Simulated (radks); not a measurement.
Fractional charge and spin in the 2s shell of oxygen: the spin-up occupation runs from 0 to 1 and the spin-down occupation from 0 to 1; the fullest corner is O, [He] 2p(up 2, down 2) 2s(up 1, down 1). Calculated with a radial shooting solver on a logarithmic mesh with Libxc functionals: non-relativistic Kohn-Sham, r2SCAN, spin-polarised, spherical densities, point nucleus; meta-GGA in the generalised Kohn-Sham scheme. Energy (eV) minus the two flat planes that join the four corners (they meet along the diagonal where the two added fractions sum to one electron); zero is where a piecewise linear energy would lie.

| down \ up | 0 | 0.25 | 0.5 | 0.75 | 1 |
|---|---|---|---|---|---|
| 0 | 0.000 | -1.559 | -2.077 | -1.551 | 0.000 |
| 0.25 | -1.559 | -1.854 | -1.143 | 0.576 | -1.334 |
| 0.5 | -2.077 | -1.143 | 0.761 | -0.982 | -1.773 |
| 0.75 | -1.551 | 0.576 | -0.982 | -1.607 | -1.321 |
| 1 | 0.000 | -1.334 | -1.773 | -1.321 | 0.000 |

Corners above the fullest one (they belong to O+ and the next ion): (up 1, down 0) 32.246 eV, (up 0, down 1) 32.246 eV, (up 0, down 0) 82.965 eV. With half an added electron in each spin the energy lies 0.761 eV from the planes, and with half an added electron in spin up alone -2.077 eV. The planes are only a guide here: the flat-plane condition holds for ground states with one frontier orbital, while this shell lies below other occupied shells, so the corners above the fullest one are inner-hole states and not the ground states of those ions.
